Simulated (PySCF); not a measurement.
Compound: C4H8OPSi (doublet state).
Structure used (GFN2-xTB), in Å, numbered top down from 1:
```xyz
15
C4H8OPSi angstrom
P      3.0043    0.2784   -0.2516
Si     0.9726   -0.0464    0.6568
C     -0.0867   -1.2253   -0.2711
C     -1.4313   -0.7977   -0.7142
C     -1.8352    0.6010   -0.3648
C     -1.0729    1.5352    0.1839
O      0.2152    1.4063    0.5517
H      3.5430    0.8383    0.8933
H      3.4390   -0.9881    0.0930
H      1.0469   -0.3507    2.0975
H      0.2013   -2.2279   -0.5448
H     -1.5144   -0.9185   -1.8064
H     -2.1834   -1.4909   -0.3047
H     -2.8513    0.8629   -0.6185
H     -1.4516    2.5315    0.3779
```

The hyperfine couplings belong to this conformer and change with its torsions.

As a line formula: `C1[CH][Si@H](OC=C1)P` [radical].

Method: PySCF 2.14.0, UKS B3LYP, pcH-1 on C H O P Si, non-relativistic, mean-field spin-orbit, GIAO. Isolated species at its GFN2-xTB geometry (one conformer only). Couplings are sensitive to structure, and on GFN2-xTB geometries they can be far from those on DFT ones. No stability test was run, so a lower SCF solution isn't excluded.

Principal values of hyperfine tensors in MHz (contact, dipolar and spin–orbit terms together), for some of the nuclei:

```
atom  isotope      A1      A2      A3
 H13       1H  118.12  120.46  132.60
  C3      13C    3.14    4.06  225.33
 H10       1H   52.71   54.84   61.38
 H11       1H  -91.33  -56.76  -19.99
 Si2     29Si   45.60   47.51   50.06
  P1      31P   33.26   33.88   65.62
  C4      13C  -33.66  -29.39  -28.50
  H8       1H    3.92    4.87    7.50
```

(1) Give the isotropic coupling of each nucleus in MHz and in mT (g = 2.0025), and the anisotropic part.

(2) What spin density at the nucleus of H13 lies behind its contact coupling (g_N = 5.58569)?

(3) H12 (1H, g_N = 5.58569) isn't in the table. Its spin density at the nucleus is 0.02663 bohr⁻³. What is its contact coupling?

(4) Name the largest traceless tensor T of the table and describe it.

(5) What first-order splitting does H13 cause when the field lies along A1, A2 or A3 of its tensor (g taken as isotropic, no quadrupole term)?

## Answers

(1) a_iso = (A1 + A2 + A3)/3, Ti = Ai − a_iso; 1 mT corresponds to 28.028 MHz. The tensors hold a spin–orbit part: the run splits a_iso into a_FC + a_SO, and T includes its anisotropic share.

```json
{"atom": "H13", "a_iso (MHz)": "123.73", "a_FC": "123.73", "a_SO": "0.00", "a_iso (mT)": "4.414", "T1": "-5.61", "T2": "-3.27", "T3": "8.88"}
{"atom": "C3", "a_iso (MHz)": "77.51", "a_FC": "77.62", "a_SO": "-0.11", "a_iso (mT)": "2.765", "T1": "-74.37", "T2": "-73.45", "T3": "147.82"}
{"atom": "H10", "a_iso (MHz)": "56.31", "a_FC": "56.31", "a_SO": "0.00", "a_iso (mT)": "2.009", "T1": "-3.60", "T2": "-1.47", "T3": "5.07"}
{"atom": "H11", "a_iso (MHz)": "-56.03", "a_FC": "-56.04", "a_SO": "0.01", "a_iso (mT)": "-1.999", "T1": "-35.30", "T2": "-0.73", "T3": "36.04"}
{"atom": "Si2", "a_iso (MHz)": "47.72", "a_FC": "47.80", "a_SO": "-0.08", "a_iso (mT)": "1.703", "T1": "-2.12", "T2": "-0.21", "T3": "2.33"}
{"atom": "P1", "a_iso (MHz)": "44.25", "a_FC": "44.36", "a_SO": "-0.11", "a_iso (mT)": "1.579", "T1": "-10.99", "T2": "-10.38", "T3": "21.37"}
{"atom": "C4", "a_iso (MHz)": "-30.52", "a_FC": "-30.53", "a_SO": "0.01", "a_iso (mT)": "-1.089", "T1": "-3.15", "T2": "1.12", "T3": "2.02"}
{"atom": "H8", "a_iso (MHz)": "5.43", "a_FC": "5.42", "a_SO": "0.00", "a_iso (mT)": "0.194", "T1": "-1.51", "T2": "-0.56", "T3": "2.07"}
```

(2) a_FC = 800.24 MHz bohr³ × g_N × ρ(0)/(2S). With a_FC = 123.73 MHz and 2S = 1, ρ(0) = 0.02768 bohr⁻³. In magnitude that is 8.7 % of the 1/π = 0.318 of a free hydrogen atom.

(3) By the same relation, a_FC = 119.0 MHz. Its full tensor has the principal values 113.49, 115.74, 127.83 MHz.

(4) C3: -74.4, -73.5, 147.8 MHz, axial, in the ratio −1:−1:+2, the form that spin in one p orbital centred on that nucleus gives.

(5) 2 lines (I = 1/2), spaced by |A_i|/(g × 13.996): 4.21, 4.30, 4.73 mT along the axes of A1, A2 and A3.
